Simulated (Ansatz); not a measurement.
Relaxation of ClFH$_{4}$OSn (8 atoms, charge 0, multiplicity 1), to a largest force component of 0.03 eV/Å in at most 50 steps.

Theory: RKS PBE/def2-SVP (Ansatz 0.2.0).

```xyz
8
Properties=species:S:1:pos:R:3
Sn -0.004 -0.150 -0.035
H -0.100 0.032 1.694
H 1.523 -0.161 -0.807
Cl -1.413 1.555 -0.893
O -0.795 -1.916 -0.536
H -1.678 -2.062 -0.141
F 1.292 2.167 1.498
H 0.622 1.724 1.974
```

Problem. Where does it end, and by what steps?

Solution. It converged. After 20 steps the energy has fallen by 0.316 eV; H8 moved furthest, 1.16 Å.

```csv
step,energy less start (eV),largest force component (eV/Å),accepted
0,0.0000,0.238,yes
1,0.1088,2.337,no
2,-0.0070,0.599,yes
3,-0.0204,0.458,yes
4,-0.0136,0.997,no
5,-0.0281,0.294,yes
6,-0.0347,0.281,yes
7,-0.0446,0.191,yes
8,-0.0412,1.072,no
9,-0.0520,0.309,yes
10,-0.0628,0.260,yes
11,-0.0771,0.621,yes
12,-0.0851,1.505,yes
13,-0.1400,1.467,yes
14,-0.2080,0.501,yes
15,-0.2821,0.532,yes
16,-0.2943,0.872,yes
17,-0.3123,0.066,yes
18,-0.2822,0.466,no
19,-0.3153,0.144,yes
20,-0.3159,0.011,yes
```

```xyz
8
Properties=species:S:1:pos:R:3
Sn 0.104 -0.311 0.278
H -0.085 -0.635 1.956
H 1.601 -0.198 -0.539
Cl -1.212 1.694 -0.173
O -0.822 -1.740 -0.782
H -1.716 -1.912 -0.430
F 1.178 1.977 1.442
H 0.398 2.314 1.000
```

Time of the run: 34 s on 2 threads of Arm Neoverse V2 (shared host), peak memory 0.15 GiB.
